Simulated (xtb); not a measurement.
The xtb input:
```
$ xtb mol.xyz --gfn 0 --json

# file mol.xyz
9

B     -0.62642433     1.18300324     0.24601012
O     -1.33948341     0.02486049     0.22970691
B     -0.71480732    -1.15811031    -0.01600341
O      0.62560781    -1.18146124    -0.24568946
B      1.34123166    -0.02489294    -0.23000671
O      0.71387560     1.15660075     0.01598255
H     -1.16486750     2.19985392     0.45746817
H     -1.32922010    -2.15356426    -0.02975915
H      2.49408760    -0.04628966    -0.42770903
```

Task: Predict the HOMO-LUMO gap from GFN0-xTB run with xtb.

Result: 5.61 eV

Task: What is the computed partial charges in atom order (GFN0-xTB)?

Result: B1 0.10, O2 -0.23, B3 0.10, O4 -0.23, B5 0.10, O6 -0.23, H7 0.13, H8 0.13, H9 0.13

Task: What is the computed total energy (GFN0-xTB)?

Result: -15.6236 Eh
